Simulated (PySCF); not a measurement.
## Shapes and spin states of TiH2

These are results of PBE in PySCF with Ti def2-TZVP, H def2-TZVP; no relativity; density-fitted integrals, not measurements.

Relaxations began from a few typed shapes and spin states; open shells are unrestricted. The search is not exhaustive: other isomers or separated fragments can lie lower, and high-lying points may rest on an excited occupation.

**Question.** Order these stationary points by electronic energy, lowest first, in kJ/mol from the lowest minimum.
A. triplet C2v: Ti–H 1.748 Å (×2); H–Ti–H 118.4°
B. broken-symmetry Ms = 0 (⟨S²⟩ 1.00) C2v: Ti–H 1.739 Å (×2); H–Ti–H 120.2°

**Answer.** A (0.0), B (36.1).

**Question.** Which of them are minima?

**Answer.** By energy in kJ/mol, 0.0: minimum; 36.1: minimum.

Formally Ti is in oxidation state +2, d2, with 2 unpaired electrons (the high-spin count). The Mulliken spin on Ti is 2.18. The polar-tensor charge on Ti, 0.79, is far below the formal one.

For the lowest minimum: with open d or f shells other occupations or spin states may lie lower.
